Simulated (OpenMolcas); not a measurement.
# Pd2+: ligand-field states by method

Pd2+ with its 8 nearest fluoride ions at 2.3 Å, on the Ca site of CaF2 (a = 5.46294 Å, distance in the model lattice 2.366 Å). The rest of the host is ab initio model potentials to 7.6 Å and point charges beyond; the distance is set by hand and nothing relaxes. Ligand basis ANO-RCC-VDZP.

```
Program             : OpenMolcas 26.06
Basis               : ANO-RCC-VTZP [7s6p4d2f1g]
Scalar Hamiltonian  : DKH2, point nucleus
Active space        : 8 electrons in 5 orbitals (4d)
State averaging     : 2S+1 = 3 even, 10 roots; 2S+1 = 1 even, 15 roots
Spin-orbit coupling : state interaction with AMFI integrals over the reference wave functions
```

I. CASSCF
II. SS-CASPT2, IPEA 0.25 Eh, imaginary shift 0.1 Eh (closed shells correlated: 4s 4p and the ligand valence shells)

Spin-free states (labels of O, the rotations of Oh) in cm-1, each column counted from its own energy of the first state listed:

```csv
State,Degeneracy,I,II
3T1,3,0,0
3T2,3,5709,6590
3A2,1,12343,15580
1T2,3,13124,8890
1E,2,13736,9840
3T1,3,18425,15480
1T2,3,21527,17840
1A1,1,23581,18580
1T1,3,23797,20460
1E,2,27651,27120
1A1,1,51070,43410
```

From I to II, I's first state of the same spin (3T2) moves from 5709 to 6590 cm-1, by about +880 cm-1.

From I to II, I's first state of another spin (1T2) moves from 13124 to 8890 cm-1, by about -4200 cm-1.

I: A least-squares ligand-field fit to the states below 45000 cm-1, each weighted by its degeneracy and with a free common offset, gives 10Dq = -6638 cm-1 (negative for this site), B = 908 cm-1 and C = 3611 cm-1 (C/B = 3.98), with an rms deviation of 37 cm-1. The same method and metal basis give the free ion B = 953 cm-1 (fit to its terms below 60000 cm-1, rms deviation 8 cm-1), so the nephelauxetic ratio is β = 908 / 953 = 0.95; it hangs on how both fits weigh the states, and computed free-ion B values tend to be too large, so β mixes covalency with correlation.

II: A least-squares ligand-field fit to the states below 45000 cm-1, each weighted by its degeneracy and with a free common offset, gives 10Dq = -8594 cm-1 (negative for this site), B = 629 cm-1 and C = 2919 cm-1 (C/B = 4.64), with an rms deviation of 401 cm-1. The same method and metal basis give the free ion B = 774 cm-1 (fit to its terms below 60000 cm-1, rms deviation 405 cm-1), so the nephelauxetic ratio is β = 629 / 774 = 0.81; it hangs on how both fits weigh the states, and computed free-ion B values tend to be too large, so β mixes covalency with correlation.

From I to II, 10Dq changes by +29 %, B by -31 % and C by -19 %.

χT at 300 K: I 1.63, II 1.54 cm3 K/mol.

Roots that are degenerate in the reference are averaged as groups; the widest CASPT2 spread within a group is 450 cm-1 (the 3-fold group of multiplicity 3 near 6590 cm-1 above the lowest state of its run, II). Shifts and gaps below about the spread of the groups concerned are not significant. Over all roots computed the reference weight is 0.67 to 0.68 in II; a low but even weight reflects the number of correlated electrons. An orbital triplet at a regular site is open to Jahn-Teller coupling, which can distort the site and quench the lowest spin-orbit gaps and is left out. Real 4d8 and 5d8 ions are as a rule square planar and diamagnetic. Ligand-to-metal charge-transfer states are missing. With no ligand orbital active B as a rule stays too high, so bands that hang on it stand too high and its fall with covalency is understated. Without dynamic correlation the repulsion within the d shell is too large (B by tens of per cent), so at a given field states of lower spin stand too high (holds for I). With metal d orbitals alone the field can be off either way by tens of per cent (holds for I). With one d shell and no ligand orbital active, 10Dq can be off by a tenth or more (holds for II). Free-ion shares, where given, are those of the reference states; single-state CASPT2 does not remix them (holds for II). No measured value stands beside these numbers; the geometry was set by hand and not optimised.
